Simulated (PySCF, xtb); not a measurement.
Mo(O)(NH)(F)(Me) (CH₄FMoNO), SMILES [CH3][Mo](=[NH])(=[O])[F], multiplicity 1.

GFN2-xTB (xtb 6.7.1) at its own geometry gives an orbital gap of 2.55 eV and a dipole moment of 3.52 D.

The structure is a stationary point at r2SCAN-D4/def2-SVP. The multiplicity is an assumed one; no other spin state was optimised. The structure was generated by enumeration; whether it is a known compound was not checked. The def2 effective core potentials stand for the cores of Mo; spin–orbit coupling is left out.

Task: What does PBE0/def2-TZVP (PySCF) give? (An estimate is asked for; the answer gives what the named calculation found.)

Result: gap 5.91 eV (levels -8.46 and -2.55 eV), dipole 2.03 D.
